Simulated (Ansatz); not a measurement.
C3H6BCl can be A, `CB/C=C/Cl`, or B, `C[C@@H]1B[C@H]1Cl`.

Program: Ansatz. Geometries: PBE0-D4/def2-TZVP. ΔE: electronic, gas phase. CCSD(T)/CBS adds triple-zeta CCSD(T) − MP2 to the extrapolated MP2 energy (def2 sets, frozen cores). Functionals use def2-TZVPP. Each species was taken in one conformer, which may not be the lowest.

Task: Which is lower in electronic energy at CCSD(T)/CBS, and by how much? (Estimate.)

Result: Computed: A, by 121.7 kJ/mol.

Task: Give E(B) − E(A) in kJ/mol with PBE0-D4, PBE-D4, CCSD(T)/def2-TZVPP, ωB97M-V, r2SCAN-D4, HF/def2-TZVPP, CCSD/def2-TZVPP. (Estimate.)

Result: Computed: PBE0-D4 109.3, PBE-D4 116.1, CCSD(T)/def2-TZVPP 124.8, ωB97M-V 114.1, r2SCAN-D4 119.5, HF/def2-TZVPP 131.5, CCSD/def2-TZVPP 122.2. None reverses the order clearly.

Largest T1 diagnostic: 0.011.

In def2-TZVPP, CCSD(T) changes the Hartree–Fock value by −6.7 kJ/mol (the triples alone add +2.7 kJ/mol) and MP2 by −12.6 kJ/mol. From PBE to PBE0 (25 % exact exchange), in def2-TZVPP and without D4, E(B) − E(A) moves by −7.0 kJ/mol.
